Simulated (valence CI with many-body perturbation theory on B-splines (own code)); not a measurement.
## Pr²⁶⁺: electric-dipole lines

Level of theory: valence CI with perturbative core correlation (CI+MBPT): five valence electrons over a frozen Dirac-Fock core [Ar] 3d10, a basis of 11 s, 11 p, 10 d, 8 f, 5 g, 2 h functions for each j, with the one-electron correlation potential Σ1 (screened to all orders), the two-electron term Σ2, the three-electron term Σ3, Breit, model QED; selected single and double excitations, second order for the rest, scaled by the run's own slope (own B-spline code, finite nucleus).

The last digits are not significant, and no measured levels were compared; by estimate large intervals hold to a few tenths of a per cent, small ones and those within an open d or f shell to about a per cent. Among the levels kept, up to 2000 cm⁻¹ of a level comes from second order outside the variational space, and about a tenth of that is noise between levels of different J, which matters for small intervals.

Lines 51 to 100 of 549 in falling wavelength, among levels below 2262000 cm⁻¹, chosen from the strongest by gf and those to the six lowest levels. Wavelengths and rates use the calculated energies. Electric multipoles are in the length gauge, E1 and E2 with the static RPA response of the core. Weak lines are less certain than strong ones. Lines between different terms over intervals too small for the method are left out, as are lines whose strength nearly cancels. Where a level lies close to another of its J and parity, the split of strength between their lines is uncertain. The highest levels of a list are the least certain.

Levels are named by their leading jj configuration (3d3/2^4 stands for four electrons in 3d with j = 3/2), which in mixed levels can hold well under half, so a name can repeat and another be missing. Letters in brackets count levels of one name in rising energy.

| λ vac (nm) | Upper | Lower | A (s⁻¹) | S (a.u.) with core polarisation | S without |
| --- | --- | --- | --- | --- | --- |
| 13.65 | (4s 4p3/2^3 4d5/2) J=5/2 | (4s^2 4p3/2^2 4d5/2) J=7/2 | 1.34e+10 | 1.01e-01 | 1.08e-01 |
| 13.65 | (4s 4p1/2 4p3/2^2 4d5/2) J=7/2 [d] | (4s^2 4p1/2 4p3/2 4d5/2) J=7/2 [b] | 1.19e+10 | 1.19e-01 | 1.29e-01 |
| 13.64 | (4s 4p3/2^4) J=1/2 | (4s^2 4p3/2^3) J=3/2 | 2.56e+10 | 6.41e-02 | 6.91e-02 |
| 13.63 | (4s^2 4p1/2 4p3/2 4d5/2) J=5/2 [b] | (4s^2 4p3/2^3) J=3/2 | 6.77e+08 | 5.07e-03 | 5.45e-03 |
| 13.61 | (4s 4p1/2 4p3/2^2 4d5/2) J=7/2 [b] | (4s^2 4p1/2 4p3/2 4d5/2) J=5/2 [a] | 1.17e+10 | 1.17e-01 | 1.26e-01 |
| 13.57 | (4s^2 4p1/2 4d3/2 4d5/2) J=5/2 | (4s^2 4p3/2^2 4d5/2) J=7/2 | 1.39e+10 | 1.03e-01 | 1.11e-01 |
| 13.54 | (4s 4p1/2^2 4p3/2 4d5/2) J=7/2 [b] | (4s^2 4p1/2^2 4d5/2) J=5/2 | 3.35e+10 | 3.28e-01 | 3.54e-01 |
| 13.42 | (4s 4p1/2 4p3/2^3) J=5/2 | (4s^2 4p1/2 4p3/2^2) J=3/2 | 4.59e+08 | 3.29e-03 | 3.54e-03 |
| 13.42 | (4s^2 4p1/2 4p3/2 4f7/2) J=5/2 [b] | (4s^2 4p3/2^2 4d5/2) J=5/2 [a] | 1.23e+10 | 8.81e-02 | 9.51e-02 |
| 13.40 | (4s 4p1/2 4p3/2^2 4d3/2) J=3/2 [e] | (4s^2 4p1/2 4p3/2 4d3/2) J=3/2 [c] | 2.79e+10 | 1.32e-01 | 1.43e-01 |
| 13.40 | (4s 4p1/2 4p3/2^2 4d3/2) J=7/2 [b] | (4s^2 4p1/2 4p3/2 4d3/2) J=7/2 | 2.59e+10 | 2.46e-01 | 2.65e-01 |
| 13.36 | (4s 4p1/2^2 4p3/2 4d3/2) J=5/2 [b] | (4s^2 4p1/2^2 4d3/2) J=3/2 | 3.46e+10 | 2.45e-01 | 2.64e-01 |
| 13.35 | (4s 4p3/2^3 4d5/2) J=7/2 [b] | (4s^2 4p3/2^2 4d5/2) J=5/2 [a] | 1.09e+10 | 1.02e-01 | 1.10e-01 |
| 13.35 | (4s 4p1/2 4p3/2^2 4d3/2) J=5/2 [e] | (4s^2 4p1/2 4p3/2 4d3/2) J=5/2 [b] | 2.57e+10 | 1.81e-01 | 1.95e-01 |
| 13.32 | (4s 4p1/2 4p3/2^2 4d5/2) J=5/2 [d] | (4s^2 4p1/2 4p3/2 4d5/2) J=3/2 [a] | 1.05e+10 | 7.34e-02 | 7.91e-02 |
| 13.30 | (4s 4p1/2^2 4p3/2^2) J=3/2 | (4s^2 4p1/2^2 4p3/2) J=3/2 | 3.67e+10 | 1.70e-01 | 1.83e-01 |
| 13.28 | (4s 4p3/2^3 4d3/2) J=3/2 [b] | (4s^2 4p3/2^2 4d3/2) J=3/2 [b] | 3.03e+10 | 1.40e-01 | 1.51e-01 |
| 13.27 | (4s 4p1/2 4p3/2^2 4d3/2) J=5/2 [f] | (4s^2 4p1/2 4p3/2 4d5/2) J=5/2 [b] | 4.40e+10 | 3.04e-01 | 3.27e-01 |
| 13.25 | (4s 4p1/2 4p3/2^2 4d5/2) J=3/2 [e] | (4s^2 4p1/2 4p3/2 4d5/2) J=3/2 [b] | 2.75e+10 | 1.26e-01 | 1.36e-01 |
| 13.21 | (4s 4p3/2^3 4d5/2) J=7/2 [a] | (4s^2 4p3/2^2 4d5/2) J=7/2 | 2.09e+10 | 1.90e-01 | 2.05e-01 |
| 13.20 | (4s^2 4p1/2 4p3/2 4d3/2) J=3/2 [a] | (4s^2 4p1/2 4p3/2^2) J=5/2 | 2.88e+10 | 1.31e-01 | 1.41e-01 |
| 13.17 | (4s 4p1/2 4p3/2^2 4d5/2) J=5/2 [d] | (4s^2 4p1/2 4p3/2 4d5/2) J=5/2 [a] | 1.10e+10 | 7.46e-02 | 8.03e-02 |
| 13.14 | (4s 4p1/2 4p3/2^2 4d5/2) J=9/2 [d] | (4s^2 4p1/2 4p3/2 4d5/2) J=9/2 | 2.68e+10 | 3.00e-01 | 3.24e-01 |
| 13.14 | (4s 4p1/2 4p3/2^2 4d3/2) J=1/2 [d] | (4s^2 4p1/2 4p3/2 4d3/2) J=1/2 [b] | 3.72e+10 | 8.34e-02 | 9.00e-02 |
| 13.14 | (4s^2 4p3/2 4d3/2^2) J=3/2 [a] | (4s^2 4p3/2^2 4d5/2) J=5/2 [b] | 1.71e+10 | 7.65e-02 | 8.25e-02 |
| 13.11 | (4s 4p1/2 4p3/2^2 4d3/2) J=3/2 [b] | (4s^2 4p1/2 4p3/2 4d3/2) J=5/2 [a] | 4.03e+10 | 1.79e-01 | 1.93e-01 |
| 13.11 | (4s 4p1/2 4p3/2^2 4d3/2) J=5/2 [a] | (4s^2 4p1/2^2 4d5/2) J=5/2 | 1.12e+10 | 7.47e-02 | 8.04e-02 |
| 13.11 | (4s 4p1/2 4p3/2^2 4d3/2) J=7/2 [c] | (4s^2 4p1/2 4p3/2 4d5/2) J=7/2 [a] | 8.20e+09 | 7.29e-02 | 7.85e-02 |
| 13.07 | (4s 4p1/2^2 4p3/2^2) J=1/2 | (4s^2 4p1/2^2 4p3/2) J=3/2 | 4.16e+10 | 9.17e-02 | 9.85e-02 |
| 13.05 | (4s 4p1/2 4p3/2^2 4d5/2) J=5/2 [a] | (4s^2 4p1/2 4p3/2 4d5/2) J=7/2 [a] | 1.38e+10 | 9.07e-02 | 9.75e-02 |
| 13.04 | (4s^2 4p1/2 4p3/2 4f7/2) J=5/2 [c] | (4s^2 4p3/2^2 4d5/2) J=5/2 [a] | 1.23e+10 | 8.07e-02 | 8.70e-02 |
| 13.02 | (4s 4p1/2^2 4p3/2 4d3/2) J=1/2 [b] | (4s^2 4p1/2^2 4d3/2) J=3/2 | 3.91e+10 | 8.51e-02 | 9.15e-02 |
| 13.02 | (4s 4p1/2 4p3/2^2 4d5/2) J=3/2 [c] | (4s^2 4p1/2 4p3/2 4d5/2) J=3/2 [a] | 2.20e+10 | 9.59e-02 | 1.03e-01 |
| 13.01 | (4s^2 4p3/2 4d3/2^2) J=3/2 [b] | (4s^2 4p3/2^2 4d5/2) J=5/2 [b] | 2.01e+10 | 8.74e-02 | 9.40e-02 |
| 12.99 | (4s 4p1/2 4p3/2^2 4d3/2) J=7/2 [b] | (4s^2 4p1/2 4p3/2 4d3/2) J=5/2 [a] | 1.16e+10 | 1.00e-01 | 1.08e-01 |
| 12.99 | (4s^2 4p1/2 4p3/2 4d5/2) J=1/2 | (4s^2 4p3/2^3) J=3/2 | 3.74e+10 | 8.09e-02 | 8.72e-02 |
| 12.98 | (4s 4p3/2^3 4d3/2) J=5/2 [c] | (4s^2 4p3/2^2 4d3/2) J=3/2 [b] | 1.22e+10 | 7.87e-02 | 8.51e-02 |
| 12.94 | (4s 4p1/2 4p3/2^2 4d3/2) J=5/2 [d] | (4s^2 4p1/2 4p3/2 4d3/2) J=7/2 | 3.51e+10 | 2.26e-01 | 2.43e-01 |
| 12.92 | (4s^2 4p1/2^2 4f7/2) J=7/2 | (4s^2 4p1/2 4p3/2 4d5/2) J=9/2 | 1.28e+10 | 1.09e-01 | 1.17e-01 |
| 12.92 | (4s^2 4p1/2 4p3/2 4d3/2) J=1/2 [a] | (4s^2 4p1/2 4p3/2^2) J=1/2 | 1.35e+10 | 2.87e-02 | 3.09e-02 |
| 12.87 | (4s 4p3/2^3 4d3/2) J=7/2 | (4s^2 4p3/2^2 4d5/2) J=9/2 | 1.27e+10 | 1.07e-01 | 1.15e-01 |
| 12.84 | (4s 4p1/2 4p3/2^2 4d5/2) J=7/2 [b] | (4s^2 4p1/2 4p3/2 4d5/2) J=7/2 [a] | 2.65e+10 | 2.21e-01 | 2.38e-01 |
| 12.83 | (4s 4p1/2 4p3/2^2 4d5/2) J=5/2 [h] | (4s^2 4p1/2 4p3/2 4d5/2) J=3/2 [b] | 1.58e+10 | 9.89e-02 | 1.07e-01 |
| 12.83 | (4s 4p1/2^2 4p3/2 4d5/2) J=3/2 | (4s^2 4p1/2^2 4d5/2) J=5/2 | 6.03e+10 | 2.51e-01 | 2.70e-01 |
| 12.80 | (4s 4p1/2 4p3/2^2 4d3/2) J=7/2 [c] | (4s^2 4p1/2 4p3/2 4d3/2) J=7/2 | 2.22e+10 | 1.83e-01 | 1.98e-01 |
| 12.77 | (4s 4p1/2 4p3/2^3) J=1/2 | (4s^2 4p1/2 4p3/2^2) J=3/2 | 3.53e+10 | 7.24e-02 | 7.79e-02 |
| 12.76 | (4s 4p1/2 4p3/2^2 4d5/2) J=5/2 [b] | (4s^2 4p1/2 4p3/2 4d5/2) J=7/2 [a] | 2.45e+10 | 1.51e-01 | 1.62e-01 |
| 12.74 | (4s^2 4p1/2 4d3/2 4d5/2) J=7/2 [a] | (4s^2 4p1/2 4p3/2 4d5/2) J=7/2 [b] | 2.56e+10 | 2.09e-01 | 2.24e-01 |
| 12.72 | (4s 4p1/2^2 4p3/2 4d5/2) J=5/2 [b] | (4s^2 4p1/2^2 4d5/2) J=5/2 | 2.89e+10 | 1.76e-01 | 1.89e-01 |
| 12.69 | (4s^2 4p1/2 4p3/2 4d3/2) J=3/2 [a] | (4s^2 4p1/2 4p3/2^2) J=3/2 | 3.86e+08 | 1.56e-03 | 1.68e-03 |
